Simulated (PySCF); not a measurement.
First SCF of a structure search on singlet IO3I, at a hand-made tetrahedral geometry. PySCF input:

```python
from pyscf import gto, scf, dft
mol = gto.M(atom='''
I      0.000000     0.000000     0.000000
O     -1.518800     0.000000     1.073800
O      0.000000     1.518800    -1.073800
O     -0.000000    -1.518800    -1.073800
I      2.172000     0.000000     1.535600''',
    basis={'I': 'def2-SVP', 'O': 'def2-SVP'},
    ecp={'I': 'def2-SVP'},
    charge=0, spin=0)
mf = dft.RKS(mol, xc='PBE0')
mf.grids.atom_grid = (50, 194)
aux = {'I': 'def2-universal-JKFIT', 'O': 'def2-universal-JKFIT'}
mf = mf.density_fit(auxbasis=aux)
mf.conv_tol = 1e-08
mf.diis_space = 10
mf.max_cycle = 60
mf.init_guess = 'huckel'
mf.verbose = 4
mf.kernel()
```

Excerpt of the output (cycles and frontier levels):

```
init E= -819.058850482652
  HOMO = -0.242693238788512  LUMO = -0.202764836080057  gap/eV = 1.08651
cycle= 1 E= -813.442180007881  delta_E= 5.62  |g|= 5.16  |ddm|= 7.52
  HOMO = 0.146150238100118  LUMO = 0.163552902780421  gap/eV = 0.47355
cycle= 2 E= -804.100550575983  delta_E= 9.34  |g|= 7.41  |ddm|= 11.3
  HOMO = -0.204908977686845  LUMO = -0.125756665067794  gap/eV = 2.15384
cycle= 3 E= -819.349768889881  delta_E= -15.2  |g|= 1.82  |ddm|= 8.19
cycle= 4 E= -816.739316996491  delta_E= 2.61  |g|= 2.75  |ddm|= 5.91
  HOMO = -0.28753679518201  LUMO = -0.21172893566473  gap/eV = 2.06284
cycle= 5 E= -820.308155471632  delta_E= -3.57  |g|= 0.376  |ddm|=  4.7
  HOMO = -0.329174584528269  LUMO = -0.210743778339534  gap/eV = 3.22267
cycle= 6 E= -820.328498757077  delta_E= -0.0203  |g|= 0.332  |ddm|= 0.623
  HOMO = -0.332023015630838  LUMO = -0.207511510259106  gap/eV = 3.38813
cycle= 7 E= -820.342348545431  delta_E= -0.0138  |g|= 0.223  |ddm|= 0.465
  HOMO = -0.337583765634062  LUMO = -0.202834845888994  gap/eV = 3.66670
cycle= 8 E= -820.352895589344  delta_E= -0.0105  |g|= 0.0415  |ddm|= 0.198
  HOMO = -0.335668573223572  LUMO = -0.204776930676161  gap/eV = 3.56174
cycle= 9 E= -820.353475478819  delta_E= -0.00058  |g|= 0.00967  |ddm|= 0.0545
  HOMO = -0.334119350899296  LUMO = -0.203960971595318  gap/eV = 3.54179
cycle= 10 E= -820.353501655842  delta_E= -2.62e-05  |g|= 0.00106  |ddm|= 0.0132
  HOMO = -0.334196544344395  LUMO = -0.203907509943946  gap/eV = 3.54535
cycle= 11 E= -820.353502055472  delta_E= -4e-07  |g|= 0.000274  |ddm|= 0.00189
  HOMO = -0.334226307444853  LUMO = -0.203909147876487  gap/eV = 3.54611
cycle= 12 E= -820.353502091837  delta_E= -3.64e-08  |g|= 8.03e-05  |ddm|= 0.000678
  HOMO = -0.334219300226466  LUMO = -0.203911034527703  gap/eV = 3.54587
cycle= 13 E= -820.353502094576  delta_E= -2.74e-09  |g|= 2.08e-05  |ddm|= 0.000176
  HOMO = -0.334223930107015  LUMO = -0.203912911752781  gap/eV = 3.54594
Extra cycle  E= -820.353502094511  delta_E= 6.5e-11  |g|= 3.33e-05  |ddm|= 7.43e-05
converged SCF energy = -820.353502094511
```

No lower solution of this spin was found by a stability analysis within the restricted form, which does not test spin polarisation.

The search for the lowest solution, with the stability check, took 20 s on 2 threads of a shared Intel Xeon Platinum 8259CL @ 2.50GHz (Skylake/Cascade Lake) host, with 94 basis functions; the process peaked at 0.38 GiB. Launch command: `OMP_NUM_THREADS=2 python axn.py task.json out`.
